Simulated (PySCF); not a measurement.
Level of theory: PBE-D3(BJ)/def2-TZVP (PySCF 2.14.0). Isolated molecules, 0 K electronic values unless said otherwise. Excitations are Tamm–Dancoff values on a coarser integration grid. The basis has no diffuse functions, so Rydberg states are missing or too high.

Reference species (SMILES): `CC=C=O` (neutral, multiplicity 1).

| Item | Value |
|---|---|
| T1 excitation (TDA) | 3.06 eV |
| LUMO | -2.06 eV |

Changed species: `C(C)#CO`.

**Question.** What does the change do to the T1 excitation (TDA) and LUMO?

**Answer.** the T1 excitation (TDA) rises by 1.82 eV, to 4.88 eV; the LUMO rises by 1.65 eV, to -0.41 eV.
